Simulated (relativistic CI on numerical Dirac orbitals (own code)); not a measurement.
# Nb⁴⁺ (4d) in a crystal field

Calculated by Dirac-Coulomb-Breit CI, orbitals from a KLI potential per configuration, a model potential for QED, valence Slater integrals scaled by 0.65, one configuration in a parametric crystal field (own radial code).

Field parameters in Wybourne normalisation: D3d B²₀ = −7Dσ, B⁴₀ = −14Dq − 21Dτ, B⁴₃ = −14√(10/7) Dq. The field is a parameter set, without covalency.

S is read from ⟨S²⟩ = S(S + 1).

Levels (cm⁻¹, degeneracy): 0 (2), 829 (2), 1643 (2), 36685 (2), 36769 (2).

Q: Which field gives this pattern?
A. D3d, 10Dq = 36500, Dσ = -760, Dτ = -190 cm⁻¹
B. D3d, 10Dq = 36500, Dσ = 760, Dτ = -190 cm⁻¹
C. D3d, 10Dq = 36500, Dσ = -1200, Dτ = -190 cm⁻¹
D. D3d, 10Dq = 36500, Dσ = 1200, Dτ = -190 cm⁻¹

A: B. D3d, 10Dq = 36500, Dσ = 760, Dτ = -190 cm⁻¹, ground level with S = 0.50.
